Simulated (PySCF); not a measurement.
Computed IR spectrum (relative IR intensity) of a molecule C4H5FO. Coordinates come from a PBE-D3(BJ)/def2-SVP optimisation. The values are those of a single conformer. Calculation: PBE-D3(BJ)/def2-SVP run with PySCF. No scaling factor is applied to the harmonic values.

ν (cm⁻¹): 229 (vw), 427 (vw), 505 (w), 812 (vw), 861 (m), 949 (m), 1033 (w), 1052 (w), 1122 (w), 1159 (m), 1196 (w), 1248 (w), 1346 (w), 1380 (vw), 1434 (m), 1789 (vs), 2732 (s), 3076 (w) (against the strongest line: vs over 80 %, s over 45 %, m over 15 %, w over 4 %, vw less)

Question: Which molecule gave these data?
A. C=C=C(F)OC
B. O=CC/C=C/F
C. O=C[C@@H]1C[C@H]1F
D. C=C1OC[C@H]1F

Answer: C, O=C[C@@H]1C[C@H]1F
